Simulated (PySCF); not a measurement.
# 17O chemical shifts

[PySCF: PBE0/pcSseg-1 with gauge-including orbitals; GFN2-xTB structure; no solvent model; non-relativistic; one conformer; equivalent nuclei averaged]

Shieldings were converted by a linear fit to measured shifts: 17O: δ = 266.70 − 0.911σ (rms 10.7 ppm, 155 shifts, 12.2 ppm with the 3 outliers that the fit left out vs liquid water, solution or neat liquid). A few per cent of atoms miss by over 2 rms, more outside the fitted compound classes.

Problem. Give the 17O shifts of `COCc1cccs1`, `CC(C)O[Si@H](P)O[SiH3]`, `Cc1ncnnc1OC[SiH3]`, `CC[C@@H]1CO[C@@H](F)O1`, `COC(CC(F)(F)F)OC`.

Solution. 
```json
{"compound": "COCc1cccs1", "environment": "ether oxygen", "δ (ppm)": "2.9"}
{"compound": "[CH3:1][CH:2]([CH3:3])[O:4][Si@H:5]([PH2:6])[O:7][SiH3:8]", "environment": "O4: oxygen bonded to C, Si", "δ (ppm)": "54.9"}
{"compound": "[CH3:1][CH:2]([CH3:3])[O:4][Si@H:5]([PH2:6])[O:7][SiH3:8]", "environment": "O7: oxygen bonded to 2 Si", "δ (ppm)": "7.0"}
{"compound": "Cc1ncnnc1OC[SiH3]", "environment": "ether oxygen", "δ (ppm)": "78.2"}
{"compound": "[CH3:1][CH2:2][C@@H:3]1[CH2:4][O:5][C@@H:6]([F:7])[O:8]1", "environment": "O8: ether oxygen", "δ (ppm)": "87.5"}
{"compound": "[CH3:1][CH2:2][C@@H:3]1[CH2:4][O:5][C@@H:6]([F:7])[O:8]1", "environment": "O5: ether oxygen", "δ (ppm)": "61.5"}
{"compound": "COC(CC(F)(F)F)OC", "environment": "ether oxygen (×2)", "δ (ppm)": "22.0"}
```
